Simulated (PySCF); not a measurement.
# What a mistake does to a calculation on AlBCGeH5

Calculated results; nothing here was measured. They come from PySCF 2.14.0, an open-source quantum chemistry program, on an isolated molecule that a program drew, which may never have been made. The molecule is AlBCGeH5 (charge 0, doublet), drawn as the SMILES string `[AlH][CH]=[B][GeH3]`.

Each row is a Hartree-Fock (HF) and frozen-core CCSD(T) single point in the cc-pV(D+d)Z basis, meant for a local HF minimum. Run 1 is clean. Each other run has one planted mistake out of seven kinds, and not every kind appears here: one electron removed, one electron added, multiplicity raised by two, geometry at a saddle point, minimal basis STO-3G, one bond length entered in bohr, all coordinates scaled. The reference is restricted for singlets and unrestricted otherwise, and also for a bond in bohr. Adding or removing an electron swaps singlet and doublet. Electrons count all cores. HOMO and LUMO are orbital energies over both spins, the gradient is its largest component, and the lowest frequency (negative if imaginary) is given only where the gradient is small. Bond lengths are over the 8 bonds as drawn. T1 is the CCSD diagnostic: over 0.02 (restricted) or 0.045 (unrestricted) a single reference is doubtful. Germanium has the cc-pVDZ-PP basis, with a core potential (ECP10MDF) in place of its 10 inner electrons, and its 3s, 3p and 3d shells are frozen in CCSD(T).

Geometry of the clean run:
```xyz
9
AlBCGeH5, angstrom
Al   -0.3845   -2.4055    0.1524
C     1.1949   -1.5146   -0.5555
B     0.8167   -0.1977   -0.5729
Ge    0.0683    1.7207   -0.5226
H    -1.6520   -1.5117    0.5245
H     2.0694   -2.0900   -0.8173
H    -0.2917    2.1186    0.9087
H    -1.1710    1.8365   -1.4099
H     1.1523    2.6655   -1.0487
```

```
run,electrons,basis functions,<S^2>,HOMO (eV),LUMO (eV),gradient (hartree/bohr),lowest frequency (cm^-1),mean bond (Å),longest bond (Å),T1,HF (hartree),CCSD(T) (hartree),mistake
1,61,99,0.757,-7.91,0.86,1.6e-05,47,1.5799,2.060,0.0202,-600.68172,-601.10514,no fault
2,61,99,1.768,-7.90,0.01,1.6e-02,-,1.7499,2.888,0.0244,-600.56494,-600.96503,one bond length entered in bohr
3,61,99,3.769,-4.93,-0.96,6.3e-02,-,1.5799,2.060,0.0351,-600.56161,-600.95662,multiplicity raised by two
4,61,99,0.759,-8.05,0.66,5.0e-02,-,1.6952,2.210,0.0220,-600.64481,-601.07902,?
```

**Which mistake was planted in run 4, and what did it cost?**

The mean and the longest bond both change by the same factor, 1.073, and the gradient is no longer small. So the mistake is: all coordinates scaled. Subtracting run 1 and multiplying by 627.51 kcal/mol a hartree, the energy moved by 23.2 kcal/mol in HF and 16.4 kcal/mol in CCSD(T).

